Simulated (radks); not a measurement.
Excited configurations of neutral cerium: one electron is placed in a higher orbital outside [Xe] 4f1 5d2. The ground configuration is [Xe] 4f1 5d1 6s2. Calculated with a radial shooting solver on a logarithmic mesh with Libxc functionals: scalar-relativistic Kohn-Sham, PBE, spin-unpolarised, spherical densities, point nucleus. Excitation = E - E(ground); binding = E(ion) - E, where the ion is the core of charge +1; n* = 1/sqrt(2 binding) in atomic units, and the quantum defect is n - n*.

5f: excitation (eV) 5.314; binding (eV) 0.924; n* 3.838; quantum defect 1.162; eigenvalue (eV) -0.430; <r> (bohr) 16.97
6s: excitation (eV) 0.893; binding (eV) 5.345; n* 1.596; quantum defect 4.404; eigenvalue (eV) -3.195; <r> (bohr) 4.542
6p: excitation (eV) 3.082; binding (eV) 3.156; n* 2.076; quantum defect 3.924; eigenvalue (eV) -1.592; <r> (bohr) 6.190
6d: excitation (eV) 4.777; binding (eV) 1.461; n* 3.052; quantum defect 2.948; eigenvalue (eV) -0.719; <r> (bohr) 11.77
6f: excitation (eV) 5.593; binding (eV) 0.645; n* 4.594; quantum defect 1.406; eigenvalue (eV) -0.367; <r> (bohr) 28.66
7s: excitation (eV) 4.220; binding (eV) 2.017; n* 2.597; quantum defect 4.403; eigenvalue (eV) -1.209; <r> (bohr) 10.79
7p: excitation (eV) 4.728; binding (eV) 1.510; n* 3.002; quantum defect 3.998; eigenvalue (eV) -0.885; <r> (bohr) 13.68
7d: excitation (eV) 5.328; binding (eV) 0.910; n* 3.867; quantum defect 3.133; eigenvalue (eV) -0.525; <r> (bohr) 21.75
7f: excitation (eV) 5.768; binding (eV) 0.470; n* 5.381; quantum defect 1.619; eigenvalue (eV) -0.289; <r> (bohr) 42.82

The Delta-SCF ionisation energy is 6.238 eV (NIST Atomic Spectra Database: 5.539 eV, measured). Self-interaction in the functional shifts the binding energies and quantum defects, so they are the method's values and not measured ones. Spin polarisation and multiplet splitting are left out, so open shells lie too high by an amount that depends on their filling. Spin-orbit splitting is averaged out at the scalar-relativistic level.

Beside tabulated values, note that spin-unpolarised runs miss the spin-polarisation part of the exchange energy of open shells.
